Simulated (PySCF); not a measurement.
**MoF₆: breathing scan**

All numbers come from PBE0/[Mo def2-SVP with ECP28, F def2-SVP], scalar-relativistic core potentials, density fitting, no spin–orbit coupling, PySCF.

Rigid scan from the singlet minimum (Mo–F 1.817 Å (×6); F–Mo–F 90.0° (×12), F–Mo–F 180.0° (×3)). Coordinate: all bonds to the central atom scaled together. Energies in kJ/mol from the minimum.

(1) Predict the curve at 0.88, 0.92, 0.96, 1.00, 1.04, 1.08, 1.14, 1.22, 1.35.

## Answers

(1) 
| scale of all bonds to the centre | E (kJ/mol) |
| --- | --- |
| 0.88 | 861.7 |
| 0.92 | 329.7 |
| 0.96 | 71.2 |
| 1.00 | 0.0 |
| 1.04 | 54.1 |
| 1.08 | 189.3 |
| 1.14 | 479.5 |
| 1.22 | 935.9 |
| 1.35 | 1678.9 |

At long bonds a restricted determinant can lie too high, and another spin state can fall below this curve.

The scan took 33 s on 2 threads of a shared Arm Neoverse V1 host; the process peaked at 1.8 GiB.
